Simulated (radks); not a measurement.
Results of a calculation; reference values are marked as such.
Ar3+, configuration [Ne] 3s1 3p3 3d1 (not the ground configuration).

Code: a radial shooting solver on a logarithmic mesh with Libxc functionals. Model: non-relativistic Kohn-Sham, r2SCAN, spin-unpolarised, spherical densities, point nucleus; meta-GGA in the generalised Kohn-Sham scheme.

Energy parts (Ry):
| part | energy |
|---|---|
| total | -1045.63438 |
| kinetic | 1044.56897 |
| electron-nucleus | -2436.03729 |
| Hartree | 404.19512 |
| exchange-correlation | -58.36117 |

Orbitals (lengths in bohr, moments of r in powers of bohr):
orbital,occ.,eigenvalue (Ry),<r^2>
1s,2,-233.5150,0.009985
2s,2,-25.87738,0.2029
2p,6,-20.96339,0.1747
3s,1,-4.98327,1.915
3p,3,-3.79805,2.240
3d,1,-2.08670,3.236
4s,0,-1.54792,11.24
4p,0,-1.25167,14.32

The highest occupied level is 3d at -28.391 eV. The electron density at the nucleus is 3832 e/bohr^3. The density falls to 0.001 e/bohr^3 at r = 3.16 bohr. Virial ratio -V/T = 2.00102. Summed over all electrons, <r^2> = 13.35 bohr^2, which gives a Langevin (diamagnetic) susceptibility term of -10.6 x 10^-6 cm^3/mol.
